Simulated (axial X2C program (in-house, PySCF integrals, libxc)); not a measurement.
**RhSi along the bond: LDA, without spin–orbit coupling**

All values were computed with an in-house relativistic program for diatomic molecules. Spin-free means the one-electron spin-free X2C Hamiltonian. Basis: Rh dyall-cv3z [12s12p8d5f3g], Si dyall-v3z [8s7p2d1f] (cores contracted in-house); Gaussian nuclei, density fitting, unrestricted open shells. Masses: Rh 102.906 u, Si 27.977 u.

State: M_S = 1/2, Λ = 0 (beyond evenly filled blocks: σα). Dipoles are positive if Si is the positive end.

Results along the bond:

```csv
R (Å),μ (D),HOMO (eV),LUMO (eV),⟨S²⟩
1.769,0.234,-4.38,-3.87,0.751
1.850,0.132,-4.43,-3.93,0.751
1.911,0.075,-4.46,-3.96,0.751
1.972,0.036,-4.48,-3.99,0.751
2.033,0.011,-4.51,-4.01,0.751
2.104,0.001,-4.46,-4.03,0.751
2.175,0.006,-4.41,-4.05,0.751
2.267,0.033,-4.35,-4.06,0.752
2.379,0.087,-4.28,-4.07,0.755
2.541,0.187,-4.20,-4.08,0.778
2.765,0.256,-4.13,-4.13,1.001
3.050,0.292,-4.18,-4.23,1.364
```

Occupations by symmetry block were frozen at the best pattern of an incomplete PBE0 search.
